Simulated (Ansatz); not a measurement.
Multireference treatment of F (charge -1), singlet

Computed with Ansatz's Gaussian-basis code (development build). Basis aug-cc-pVTZ, nonrelativistic, 1 orbital frozen in the corrections. State-specific CASSCF; RHF is the lowest restricted (open-shell) Hartree–Fock solution met. No symmetry is imposed, so a solution can break that of the shape. The lowest solution met needn't be the lowest there is, nor hold the orbitals that a chemist would pick. The orbital stability of a CASSCF solution shown is undecided.

System: a free atom or ion.

(1) What do CASSCF and its corrections give against RHF in CAS(6,6), and what are the occupations?

Results:

(1) CASSCF -2.915 eV, SC-NEVPT2 -7.449 eV; occupations 1.98, 1.98, 1.98, 0.02, 0.02, 0.02.
